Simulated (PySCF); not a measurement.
A structure optimised at PBE0-D3(BJ)/def2-TZVP, used in a PySCF frequency run:

```xyz
4

Hf     0.0000     0.0000     0.1740
F      1.4950    -0.8631    -0.4641
F     -1.4950    -0.8631    -0.4641
F      0.0000     1.7263    -0.4641
```
Charge +1, spin multiplicity 1.

### Question
Write its SMILES, formula and point group.

### Answer
[F][Hf+]([F])[F], F3Hf, C3v

### Question
What are its rotational constants (standard atomic weights)?

### Answer
4.9297, 4.9297, 2.9754 GHz
